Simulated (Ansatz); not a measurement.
`[SiH3]C[SiH2][SeH]` + H–F → `F[SiH2][SeH]` + `C[SiH3]` at 600 K and 1 bar (ligand exchange at the Si–C bond).

Calculated with Ansatz (gas phase, PBE0-D4/def2-TZVP geometries, no zero-point term in ΔE). CCSD(T)/CBS is the MP2 limit (def2-TZVPP, def2-QZVPP) plus CCSD(T) − MP2 in def2-TZVPP, frozen cores. This one scheme is used for every species. For Se outer-core shells are correlated without core-valence functions, which leaves a few kJ/mol of doubt a bond. Scalar relativity is left out up to krypton. One conformer a species, not always the lowest.

| species | CCSD(T)/CBS energy (Eh) | H − E (kJ/mol) | S (J/(mol·K)) |
| --- | --- | --- | --- |
| `[SiH3]C[SiH2][SeH]` | -3021.76113 | 274.9 | 485.5 |
| H–F | -100.39570 | 42.3 | 194.0 |
| `F[SiH2][SeH]` | -2791.46485 | 115.9 | 365.3 |
| `C[SiH3]` | -330.73916 | 199.7 | 315.0 |

H − E and S are ideal-gas, rigid-rotor, harmonic terms from PBE0-D4/def2-TZVP, for one conformer and one mirror image of each species. 1 Eh = 2625.50 kJ/mol, R = 8.31446 J/(mol·K).

**Question.** By hand: ΔE, ΔH, ΔS and ΔG.

**Answer.** ΔE = (-2791.46485) + (-330.73916) − (-3021.76113) − (-100.39570) = -0.04718 Eh = -123.9 kJ/mol. Δ(H − E) = 115.9 + 199.7 − 274.9 − 42.3 = -1.6, so ΔH = -125.5 kJ/mol. ΔS = 365.3 + 315.0 − 485.5 − 194.0 = 0.8 J/(mol·K). ΔG = -125.5 − 600 × (0.8)/1000 = -126.0 kJ/mol.

**Question.** By hand: the equilibrium constant, and the temperature at which ΔG would vanish if ΔH and ΔS stayed fixed.

**Answer.** log₁₀ K = −ΔG/(RT ln 10) = 11.0. ΔH and −TΔS have one sign here, so there is no such temperature. One of them is within its doubt of zero, so this could turn.

The number of gas molecules stays the same, so ΔS is small and ΔH decides. A doubt of 5 kJ/mol in ΔE shifts log₁₀ K by 0.4 here. Other conformers and mirror images would add mixing entropy, several J/(mol·K) or more a flexible species. Modes under 60 cm⁻¹, often nearly free rotors, make the harmonic entropy too high. These are equilibria of isolated gas molecules and say nothing of rates. Largest T1 diagnostic: 0.010 (customary marks: 0.02 for closed shells, 0.045 for open ones).
